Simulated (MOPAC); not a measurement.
MOPAC input (PM6):

```
PM6 FORCE THERMO(298,298) PRECISE LET GEO-OK AUX(PRECISION=9) THREADS=1
AlClO

Al    0.00000000 1    0.00000000 1   -0.59192815 1
O    -0.00000000 1   -0.00000000 1   -2.12203826 1
Cl   -0.00000000 1    0.00000000 1    1.43889321 1
```

Output:

```
 *******************************************************************************
 **                                                                           **
 **                              MOPAC v23.2.5                                **
 **                                                                           **
 *******************************************************************************
 ** MOPAC's Digital Object Identifier: https://doi.org/10.5281/zenodo.6511958 **
 **                                                                           **
 ** Please cite the open-source release paper for use of this MOPAC version:  **
 ** J. E. Moussa and J. J. P. Stewart (2026)                                  **
 ** MOPAC: An open-source semiempirical molecular orbital program             **
 ** J. Open Source Softw., 11(119), 8025, https://doi.org/10.21105/joss.08025 **
 *******************************************************************************

                              PM6 CALCULATION RESULTS

 *******************************************************************************
 *  PM6        - The PM6 Hamiltonian to be used
 *  GEO-OK     - OVERRIDE INTERATOMIC DISTANCE AND OTHER SAFETY CHECKS
 *  LET        - OVERRIDE SOME SAFETY CHECKS
 *  PRECISE    - TIGHTER CRITERIA TO BE USED
 *  FORCE      - FORCE CALCULATION SPECIFIED
 *  AUX        - OUTPUT AUXILIARY INFORMATION
 *  THERMO     - THERMODYNAMIC QUANTITIES TO BE CALCULATED
 *******************************************************************************
PM6 FORCE THERMO(298,298) PRECISE LET GEO-OK AUX(PRECISION=9) THREADS=1
 AlClO

   ATOM   CHEMICAL          X               Y               Z
  NUMBER   SYMBOL      (ANGSTROMS)     (ANGSTROMS)     (ANGSTROMS)

     1      Al          0.00000000  *   0.00000000  *  -0.59192815  *
     2       O         -0.00000000  *  -0.00000000  *  -2.12203826  *
     3      Cl         -0.00000000  *   0.00000000  *   1.43889321  *

          CARTESIAN COORDINATES

    NO.       ATOM           X           Y           Z

     1        Al          0.0000      0.0000     -0.5919
     2         O         -0.0000     -0.0000     -2.1220
     3        Cl         -0.0000      0.0000      1.4389

 General Reference for PM6:
 "Optimization of Parameters for Semiempirical Methods V: Modification of NDDO Approximations
 and Application to 70 Elements", J. J. P. Stewart, J. Mol. Mod., 13, 1173-1213 (2007)
 URL: https://link.springer.com/article/10.1007/s00894-007-0233-4

           Empirical Formula: O Al Cl  =     3 atoms

      MOLECULAR POINT GROUP   :   C*v

      RHF CALCULATION, NO. OF DOUBLY OCCUPIED LEVELS = 8

          HEAT OF FORMATION =     -76.813951 KCALS/MOLE

          CARTESIAN COORDINATE DERIVATIVES

   NUMBER  ATOM         X            Y            Z

     1      Al      0.035630    -0.000002     0.000000
     2       O     -0.033535     0.000001     0.000000
     3      Cl     -0.002095     0.000001     0.000000

 DIPOLE           X         Y         Z       TOTAL
 POINT-CHG.    -2.131    -0.000     0.000     2.131
 HYBRID        -0.758    -0.000     0.000     0.758
 SUM           -2.889    -0.000     0.000     2.889

          GRADIENT NORM =   0.04897

          MOLECULAR WEIGHT =   78.43

          ROTATIONAL CONSTANTS IN CM(-1)

          A =    0.00000000   B =    0.10883823   C =    0.10883823

           PRINCIPAL MOMENTS OF INERTIA IN UNITS OF 10**(-40)*GRAM-CM**2

          A =        0.0000   B =      257.1959   C =      257.1959

          ORIENTATION OF MOLECULE IN FORCE CALCULATION

    NO.       ATOM         X         Y         Z

     1         Al       0.6058   -0.0000    0.0000
     2          O       2.1359   -0.0000    0.0000
     3         Cl      -1.4250    0.0000   -0.0000

    FIRST DERIVATIVES WILL BE USED IN THE CALCULATION OF SECOND DERIVATIVES

    FOR POINT-GROUP C*v  THERE ARE  84 UNIQUE SYMMETRY FUNCTIONS.

(To convert to Hartree/Bohr^2, multiply by (10^(-21) x N x a0^2)/(4.184 x 627.51) =  0.0642)

           FORCE MATRIX IN MILLIDYNES/ANGSTROM

                 Al  1       O  2      Cl  3
 ------------------------------------------
    Al    1  14.460874
     O    2  10.204833  10.691033
    Cl    3   4.259526   0.519298   4.739846

          HEAT OF FORMATION =     -76.813951 KCALS/MOLE

          ZERO POINT ENERGY       3.516 KCAL/MOL

           NORMAL COORDINATE ANALYSIS (Total motion = 1 Angstrom)

   Root No.       1         2         3         4

                 1 Pi      1 Pi      1 Sig     2 Sig

                 230.5     230.5     630.5    1368.1

           1    0.0000   -0.0000   -0.2665   -0.3904
           2    0.4369    0.0008    0.0000    0.0000
           3   -0.0008    0.4369   -0.0000   -0.0000
           4   -0.0000    0.0000   -0.3657    0.5694
           5   -0.4202   -0.0008    0.0000   -0.0000
           6    0.0008   -0.4202   -0.0000    0.0000
           7   -0.0000    0.0000    0.3678    0.0402
           8   -0.1429   -0.0003   -0.0000   -0.0000
           9    0.0003   -0.1429    0.0000    0.0000

           MASS-WEIGHTED COORDINATE ANALYSIS (NORMAL COORDINATES)

   Root No.       1         2         3         4

                 1 Pi      1 Pi      1 Sig     2 Sig

                 230.5     230.5     630.5    1368.1

           1    0.0000   -0.0000   -0.4653   -0.6630
           2    0.7695    0.0014    0.0000    0.0000
           3   -0.0014    0.7695   -0.0000   -0.0000
           4   -0.0000    0.0000   -0.4916    0.7446
           5   -0.5699   -0.0011    0.0000   -0.0000
           6    0.0011   -0.5699   -0.0000    0.0000
           7   -0.0000    0.0000    0.7361    0.0782
           8   -0.2884   -0.0005   -0.0000   -0.0000
           9    0.0005   -0.2884    0.0000    0.0000

          DESCRIPTION OF VIBRATIONS

 VIBRATION          2    1Pi         ATOM PAIR     ENERGY CONTRIBUTION    RADIAL
 FREQUENCY           230.51         Al1 -- O 2         +64.8% ( 91.7%)      0.0%
 TRANSITION DIPOLE   3.1911         Al1 -- Cl3         +35.2% ( 67.5%)      0.0%
 TRAVEL (Ang.)       0.1603
 REDUCED MASS       11.3906
 EFFECTIVE MASS     23.7154
 FORCE CONSTANT      0.3566

 VIBRATION          3    1Sig        ATOM PAIR     ENERGY CONTRIBUTION    RADIAL
 FREQUENCY           630.48         Al1 -- Cl3         +84.2% (109.8%)    100.0%
 TRANSITION DIPOLE   3.0208         Al1 -- O 2         +15.8% ( 47.5%)    100.0%
 TRAVEL (Ang.)       0.0921
 REDUCED MASS       12.6087
 EFFECTIVE MASS     29.3647
 FORCE CONSTANT      2.9530

 VIBRATION          4    2Sig        ATOM PAIR     ENERGY CONTRIBUTION    RADIAL
 FREQUENCY          1368.09         Al1 -- O 2         +81.3% ( 99.4%)    100.0%
 TRANSITION DIPOLE   7.3950         Al1 -- Cl3         +18.7% ( 47.6%)    100.0%
 TRAVEL (Ang.)       0.0698
 REDUCED MASS       10.1306
 EFFECTIVE MASS     20.6322
 FORCE CONSTANT     11.1716

      SYMMETRY NUMBER FOR POINT-GROUP C*v =  1

          SYSTEM IS A GROUND STATE

 AlClO

          MOLECULE IS LINEAR

          THERE ARE  4 GENUINE VIBRATIONS IN THIS SYSTEM
          THIS THERMODYNAMICS CALCULATION IS LIMITED TO
          MOLECULES WHICH HAVE NO INTERNAL ROTATIONS

                    CALCULATED THERMODYNAMIC PROPERTIES
                                          *
   TEMP. (K)   PARTITION FUNCTION   H.O.F.    ENTHALPY  HEAT CAPACITY ENTROPY
                                   KCAL/MOL   CAL/MOLE    CAL/K/MOL  CAL/K/MOL

 298.00  VIB.     0.2332D+01                   740.5899     4.6733     4.1682
         ROT.     0.1903D+04                   592.1869     1.9872    16.9930
         INT.     0.4439D+04                  1332.7768     6.6605    21.1612
         TRA.     0.6716D+27                  1480.4672     4.9680    38.9917
         TOT.                      -76.814    2813.2440    11.6285    60.1529

   *: NOTE: HEATS OF FORMATION ARE RELATIVE TO THE
            ELEMENTS IN THEIR STANDARD STATE AT 298K
              (=  Standard Enthalpy of Formation).

            Hvib:  Zero-point energy is not included.
                   frequencies of less than zero cm-1 are not included.
            Hrot = (3/2)RT
            Htra = (3/2)RT + pV = (5/2)RT

            Heat capacity is Cp, not Cv

          For more information, see: HTTP://OpenMOPAC.net/Manual/thermochemistry.html

           FORCE CONSTANT IN CARTESIAN COORDINATES (Millidynes/A)

    ATOM   CHEMICAL       X               Y               Z
   NUMBER   SYMBOL  FORCE CONSTANT  FORCE CONSTANT  FORCE CONSTANT

      1      Al       14.445517        0.500194        0.500194
      2       O       10.686427        0.162649        0.162649
      3      Cl        4.738216        0.092602        0.092602

 **********************
 *                    *
 * JOB ENDED NORMALLY *
 *                    *
 **********************

 == MOPAC DONE ==
```
